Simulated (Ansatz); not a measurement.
`[SiH3][O][SbH2]` + `C=C=N` → `C=C=[N][SbH2]` + silanol at 400 K and 1 bar (ligand exchange at the Sb–O bond).

Calculated with Ansatz (gas phase, PBE0-D4/def2-TZVP geometries, no zero-point term in ΔE). CCSD(T)/CBS adds triple-zeta CCSD(T) − MP2 to the extrapolated MP2 energy (def2 sets, frozen cores). This one scheme is used for every species. Elements past krypton have def2 core potentials. For Sb outer-core shells are correlated without core-valence functions, which leaves a few kJ/mol of doubt a bond. One conformer a species, not always the lowest.

| species | CCSD(T)/CBS energy (Eh) | H − E (kJ/mol) | S (J/(mol·K)) |
| --- | --- | --- | --- |
| `[SiH3][O][SbH2]` | -607.29789 | 140.3 | 382.1 |
| `C=C=N` | -132.55079 | 133.3 | 267.3 |
| `C=C=[N][SbH2]` | -373.15774 | 153.4 | 359.1 |
| `O[SiH3]` | -366.69042 | 120.0 | 276.4 |

H − E and S are ideal-gas, rigid-rotor, harmonic terms from PBE0-D4/def2-TZVP, for one conformer and one mirror image of each species. 1 Eh = 2625.50 kJ/mol, R = 8.31446 J/(mol·K).

Q: By hand: ΔE, ΔH, ΔS and ΔG.

A: ΔE = (-373.15774) + (-366.69042) − (-607.29789) − (-132.55079) = 0.00052 Eh = 1.4 kJ/mol. Δ(H − E) = 153.4 + 120.0 − 140.3 − 133.3 = -0.2, so ΔH = 1.2 kJ/mol. ΔS = 359.1 + 276.4 − 382.1 − 267.3 = -13.9 J/(mol·K). ΔG = 1.2 − 400 × (-13.9)/1000 = 6.8 kJ/mol.

Q: By hand: the equilibrium constant, and the temperature at which ΔG would vanish if ΔH and ΔS stayed fixed.

A: log₁₀ K = −ΔG/(RT ln 10) = -0.9. ΔH and −TΔS have one sign here, so there is no such temperature. One of them is within its doubt of zero, so this could turn.

TΔS isn't small against ΔH here. A doubt of 5 kJ/mol in ΔE shifts log₁₀ K by 0.7 here. Other conformers and mirror images would add mixing entropy, several J/(mol·K) or more a flexible species. Modes under 60 cm⁻¹, often nearly free rotors, make the harmonic entropy too high. These are equilibria of isolated gas molecules and say nothing of rates. Largest T1 diagnostic: 0.015 (customary marks: 0.02 for closed shells, 0.045 for open ones).
